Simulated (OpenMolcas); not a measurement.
# Mo4+: ligand-field states by method

Mo4+ with 5 ligands (water) in square pyramidal coordination (C2v) at 1.95 Å, the axial distance 1.970 Å. Ligand basis ANO-RCC-VDZP.

| Item | Value |
| --- | --- |
| Program | OpenMolcas 26.06 |
| Basis | ANO-RCC-VDZP [6s5p3d1f] |
| Scalar Hamiltonian | DKH2, point nucleus |
| Active space | 2 electrons in 5 orbitals (4d) |
| State averaging | 2S+1 = 3 even, 10 roots; 2S+1 = 1 even, 15 roots |
| Spin-orbit coupling | state interaction with AMFI integrals over the reference wave functions |

I. CASSCF
II. SS-CASPT2, IPEA 0.25 Eh, imaginary shift 0.1 Eh (closed shells correlated: 4s 4p and the ligand valence shells)
III. SS-CASPT2, IPEA 0.25 Eh, sigma2 regulariser 0.3 Eh (closed shells correlated: 4s 4p and the ligand valence shells)

Spin-free states in cm-1, each column counted from its own energy of the first state listed:

| State | Degeneracy | I | II | III |
| --- | --- | --- | --- | --- |
| 2S+1 = 3 | 1 | 0 | 0 | 0 |
| 2S+1 = 3 | 1 | 1306 | 710 | 710 |
| 2S+1 = 3 | 1 | 5241 | 5910 | 5910 |
| 2S+1 = 1 | 1 | 8496 | 5330 | 5330 |
| 2S+1 = 1 | 1 | 9703 | 7360 | 7360 |
| 2S+1 = 1 | 1 | 11610 | 8560 | 8560 |
| 2S+1 = 1 | 1 | 15445 | 13820 | 13820 |
| 2S+1 = 1 | 1 | 16000 | 13810 | 13810 |
| 2S+1 = 3 | 1 | 20291 | 20430 | 20430 |
| 2S+1 = 3 | 1 | 20772 | 18790 | 18790 |
| 2S+1 = 3 | 1 | 24380 | 23850 | 23850 |
| 2S+1 = 1 | 1 | 26527 | 21850 | 21850 |
| 2S+1 = 1 | 1 | 28403 | 24560 | 24560 |
| 2S+1 = 1 | 1 | 29369 | 26980 | 26990 |
| 2S+1 = 1 | 1 | 31729 | 29470 | 29470 |
| 2S+1 = 3 | 1 | 41242 | 40160 | 40160 |
| 2S+1 = 3 | 1 | 45872 | 46050 | 46050 |
| 2S+1 = 1 | 1 | 49696 | 46780 | 46790 |
| 2S+1 = 3 | 1 | 52878 | 51160 | 51160 |
| 2S+1 = 1 | 1 | 53982 | 50810 | 50810 |

From I to II, I's first state of the same spin (2S+1 = 3) moves from 1306 to 710 cm-1, by about -590 cm-1.

From I to II, I's first state of another spin (2S+1 = 1) moves from 8496 to 5330 cm-1, by about -3200 cm-1.

χT at 300 K: I 0.67, II 0.57, III 0.57 cm3 K/mol.

Over all roots computed the reference weight is 0.72 to 0.73 in II, 0.72 to 0.73 in III; a low but even weight reflects the number of correlated electrons. The least metal-like active orbital is 73 % on the metal (Löwdin) and no ligand orbital is active, so the numbers are rough. Ligand-to-metal charge-transfer states are missing. With no ligand orbital active B as a rule stays too high, so bands that hang on it stand too high and its fall with covalency is understated. Without dynamic correlation the repulsion within the d shell is too large (B by tens of per cent), so at a given field states of lower spin stand too high (holds for I). With metal d orbitals alone the field can be off either way by tens of per cent (holds for I). No measured value stands beside these numbers; the geometry is a model, was not optimised and need not be the one that this ion takes.

A state without a sure symmetry label is named by its multiplicity alone.
